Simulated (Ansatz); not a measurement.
Relaxation of CH₅ClOSi (9 atoms, charge 0, multiplicity 1), to a largest force component of 0.02 eV/Å in at most 40 steps.

Method: RKS revPBE-D4/6-31G in Ansatz 0.2.0.

```xyz
9
Properties=species:S:1:pos:R:3
Si 0.000 0.000 0.000
O 0.000 0.000 1.680
C -1.111 -0.344 2.494
H -1.814 -0.978 1.914
H -0.758 -0.904 3.386
H -1.631 0.581 2.821
Cl 2.009 0.000 -0.709
H -0.688 1.191 -0.486
H -0.688 -1.191 -0.486
```

Task: Where does it end, and by what steps?

Result: The run converged. Limits of this set-up: no polarisation functions. After 16 steps the energy has fallen by 0.411 eV; O2 moved furthest, 1.07 Å.

| step | energy less start (eV) | largest force component (eV/Å) | accepted |
| --- | --- | --- | --- |
| 0 | 0.0000 | 1.329 | yes |
| 1 | -0.1676 | 0.620 | yes |
| 2 | -0.2046 | 0.298 | yes |
| 3 | -0.2272 | 0.113 | yes |
| 4 | -0.2398 | 0.516 | yes |
| 5 | -0.2656 | 0.433 | yes |
| 6 | -0.3066 | 0.315 | yes |
| 7 | -0.3513 | 0.183 | yes |
| 8 | -0.3735 | 0.299 | yes |
| 9 | -0.4005 | 0.087 | yes |
| 10 | -0.4023 | 0.076 | yes |
| 11 | -0.3938 | 0.437 | no |
| 12 | -0.4074 | 0.065 | yes |
| 13 | -0.4096 | 0.114 | yes |
| 14 | -0.4100 | 0.084 | yes |
| 15 | -0.4103 | 0.045 | yes |
| 16 | -0.4107 | 0.010 | yes |

```xyz
9
Properties=species:S:1:pos:R:3
Si -0.179 0.196 -0.097
O -0.858 0.588 1.452
C -1.073 -0.430 2.495
H -1.637 -1.298 2.105
H -0.107 -0.772 2.904
H -1.656 0.063 3.285
Cl 1.896 -0.549 0.104
H -0.139 1.490 -0.856
H -0.929 -0.931 -0.778
```

Whether the end is a true minimum wasn't checked by a vibrational analysis.

Run time: 42 s on 1 thread of Arm Neoverse V2, with other jobs on the host, peak memory 0.15 GiB.
